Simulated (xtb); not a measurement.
C₃H₅O₂ (SMILES CCO[C]=O), doublet, from a rough starting geometry; xtb 6.7.1 with GFN2-xTB.

xtb was given this input:
```
$ xtb mol.xyz --gfn 2 --uhf 1 --opt vtight --json

# file mol.xyz
10

C     -1.12244703     0.06156956    -0.03463904
C      0.10690876    -0.58955621     0.45310578
O      1.21681806     0.50203977     0.66505802
C      1.84450925     0.85544075    -0.37996628
O      1.87891592     0.60774971    -1.57068850
H     -1.00300657     0.44119218    -1.05465345
H     -1.41303737     0.90594034     0.61047272
H     -1.92085951    -0.65830191    -0.08512137
H      0.05444160    -0.91405332     1.51803056
H      0.49239228    -1.28223788    -0.15430503
```

What the program printed (banner, timings and long lists left out):

```
   ID    Z sym.   atoms
    1    6 C      1, 2, 4
    2    8 O      3, 5
    3    1 H      6-10

           -------------------------------------------------
          |                Calculation Setup                |
           -------------------------------------------------

           -------------------------------------------------
          |                 G F N 2 - x T B                 |
           -------------------------------------------------

          ...................................................
          :                      SETUP                      :
          :.................................................:
          :  # basis functions                  25          :
          :  # atomic orbitals                  25          :
          :  # shells                           15          :
          :  # electrons                        29          :
          :  max. iterations                   250          :
          :  Hamiltonian                  GFN2-xTB          :
          :  restarted?                      false          :
          :  GBSA solvation                  false          :
          :  PC potential                    false          :
          :  electronic temp.          300.0000000     K    :
          :  accuracy                    1.0000000          :
          :  -> integral cutoff          0.2500000E+02      :
          :  -> integral neglect         0.1000000E-07      :
          :  -> SCF convergence          0.1000000E-05 Eh   :
          :  -> wf. convergence          0.1000000E-03 e    :
          :  Broyden damping             0.4000000          :
          :  net charge                          0          :
          :  unpaired electrons                  1          :
          ...................................................

 iter      E             dE          RMSdq      gap      omega  full diag
   1    -17.1667384 -0.171667E+02  0.453E+00    2.51       0.0  T
   2    -17.1892876 -0.225492E-01  0.238E+00    2.43       1.0  T
   3    -17.1887798  0.507789E-03  0.131E+00    2.47       1.0  T
   4    -17.1927587 -0.397884E-02  0.190E-01    2.37       1.0  T
   5    -17.1929688 -0.210123E-03  0.779E-02    2.39       1.0  T
   6    -17.1929750 -0.617468E-05  0.332E-02    2.39       1.0  T
   7    -17.1929760 -0.106728E-05  0.103E-02    2.39       3.1  T
   8    -17.1929761 -0.111870E-06  0.273E-03    2.39      11.6  T
   9    -17.1929761 -0.691357E-08  0.114E-03    2.39      27.8  T
  10    -17.1929761 -0.176941E-08  0.194E-04    2.39     163.4  T
  11    -17.1929761 -0.314238E-10  0.382E-05    2.39     828.1  T

   *** convergence criteria satisfied after 11 iterations ***

         :::::::::::::::::::::::::::::::::::::::::::::::::::::
         ::                     SUMMARY                     ::
         :::::::::::::::::::::::::::::::::::::::::::::::::::::
         :: total energy             -17.016404146259 Eh    ::
         :: gradient norm              0.132329512625 Eh/a0 ::
         :: HOMO-LUMO gap              2.389062792422 eV    ::
         ::.................................................::
         :: SCC energy               -17.192973898929 Eh    ::
         :: -> isotropic ES            0.031155814678 Eh    ::
         :: -> anisotropic ES          0.001528921911 Eh    ::
         :: -> anisotropic XC          0.004052597878 Eh    ::
         :: -> dispersion             -0.004463102442 Eh    ::
         :: repulsion energy           0.176569752669 Eh    ::
         :: add. restraining           0.000000000000 Eh    ::
         :: total charge              -0.000000000000 e     ::
         :::::::::::::::::::::::::::::::::::::::::::::::::::::

      -----------------------------------------------------------
     |                   =====================                   |
     |                        A N C O P T                        |
     |                   =====================                   |
[...]
 * total energy  :   -17.0258742 Eh     change       -0.9470093E-02 Eh
 * total energy  :   -17.0269760 Eh     change       -0.1101724E-02 Eh
 * total energy  :   -17.0273065 Eh     change       -0.3304900E-03 Eh
 * total energy  :   -17.0274896 Eh     change       -0.1831385E-03 Eh
 * total energy  :   -17.0275769 Eh     change       -0.8728493E-04 Eh
 * total energy  :   -17.0276176 Eh     change       -0.4075056E-04 Eh
 * total energy  :   -17.0276268 Eh     change       -0.9172559E-05 Eh
 * total energy  :   -17.0276312 Eh     change       -0.4370690E-05 Eh
 * total energy  :   -17.0276320 Eh     change       -0.7796226E-06 Eh
 * total energy  :   -17.0276322 Eh     change       -0.2969214E-06 Eh
 * total energy  :   -17.0276325 Eh     change       -0.2332960E-06 Eh
 * total energy  :   -17.0276326 Eh     change       -0.9822189E-07 Eh
   *** GEOMETRY OPTIMIZATION CONVERGED AFTER 13 ITERATIONS ***
         :: total energy             -17.027632579078 Eh    ::
[...]
        11        2.0000           -0.4992332             -13.5848
        12        2.0000           -0.4874424             -13.2640
        13        2.0000           -0.4687626             -12.7557
        14        2.0000           -0.4649489             -12.6519
        15        1.0000           -0.3172225              -8.6321 (HOMO)
        16                         -0.2229378              -6.0664 (LUMO)
        17                         -0.0279780              -0.7613
        18                          0.0971320               2.6431
        19                          0.1305673               3.5529
        20                          0.1426535               3.8818
        21                          0.1634537               4.4478
        22                          0.2161694               5.8823
        23                          0.2447253               6.6593
        24                          0.3128501               8.5131
        25                          0.7187190              19.5573
      -------------------------------------------------------------
                  HL-Gap            0.0942846 Eh            2.5656 eV
             Fermi-level           -0.3305829 Eh           -8.9956 eV

     #   Z          covCN         q      C6AA      α(0)
     1   6 C        3.751    -0.114    22.738     6.800
     2   6 C        3.683     0.062    19.741     6.362
     3   8 O        1.695    -0.212    17.532     5.653
     4   6 C        1.729     0.273    25.051     8.099
     5   8 O        0.856    -0.315    20.063     6.005
     6   1 H        0.925     0.062     2.174     2.306
     7   1 H        0.925     0.060     2.204     2.322
     8   1 H        0.925     0.058     2.225     2.333
     9   1 H        0.925     0.070     2.087     2.259
    10   1 H        0.924     0.057     2.231     2.336

 Mol. C6AA /au·bohr⁶  :        910.627275
 Mol. C8AA /au·bohr⁸  :      19785.875165
 Mol. α(0) /au        :         44.474951

Wiberg/Mayer (AO) data.
largest (>0.10) Wiberg bond orders for each atom

 ---------------------------------------------------------------------------
     #   Z sym  total        # sym  WBO       # sym  WBO       # sym  WBO
 ---------------------------------------------------------------------------
     1   6 C    3.991 --     2 C    1.024     7 H    0.984     6 H    0.983
                             8 H    0.977
     2   6 C    3.918 --     1 C    1.024    10 H    0.975     9 H    0.971
                             3 O    0.847
     3   8 O    2.388 --     4 C    1.335     2 C    0.847     5 O    0.178
     4   6 C    3.412 --     5 O    1.984     3 O    1.335
     5   8 O    2.205 --     4 C    1.984     3 O    0.178
     6   1 H    0.996 --     1 C    0.983
     7   1 H    0.996 --     1 C    0.984
     8   1 H    0.997 --     1 C    0.977
     9   1 H    0.995 --     2 C    0.971
    10   1 H    0.997 --     2 C    0.975
 ---------------------------------------------------------------------------

Topologies differ in total number of bonds
Writing topology from bond orders to xtbtopo.mol

molecular dipole:
                 x           y           z       tot (Debye)
 q only:       -0.811      -0.363       0.661
   full:       -0.882      -0.482       0.700       3.114
molecular quadrupole (traceless):
                xx          xy          yy          xz          yz          zz
 q only:       -0.315      -0.536       2.445       3.100       0.196      -2.130
  q+dip:       -1.308      -1.865       3.103       3.440       0.533      -1.795
   full:       -0.674      -1.900       3.454       3.745       0.290      -2.780

optimized geometry written to: xtbopt.xyz

           -------------------------------------------------
          | TOTAL ENERGY              -17.027632579078 Eh   |
          | GRADIENT NORM               0.000074227018 Eh/α |
          | HOMO-LUMO GAP               2.565615878097 eV   |
           -------------------------------------------------
```
